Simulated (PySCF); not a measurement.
Computed shifts of a molecule H8N2OSi2, PBE/pcSseg-1 run with PySCF, GIAO, gas phase, atoms alike by connectivity averaged where their shifts nearly agree, in ppm (number of nuclei): ¹⁵N: 51.1 (1), 2.4 (1). ²⁹Si: -18.5 (1), -51.2 (1). ¹H: 5.56 (1), 5.28 (2), 1.96 (1), 1.93 (1), 1.30 (1), -0.03 (2). References: ¹⁵N against NH3 (σ = 267.0 ppm); ²⁹Si against TMS (σ = 335.4 ppm); ¹⁷O against H2O (σ = 334.3 ppm); ¹H against TMS (σ = 31.49 ppm), references at their B3LYP-D3(BJ)/def2-TZVP geometries, non-relativistic. Geometry optimised at PBE-D3(BJ)/def2-SVP. The values are those of a single conformer.

Q: Which structure fits?
A. N[SiH](N)[SiH2]O
B. N[SiH2][Si@@H](N)O
C. N[SiH](N)O[SiH3]
D. N[Si@@H](O)N[SiH3]

A: B, N[SiH2][Si@@H](N)O
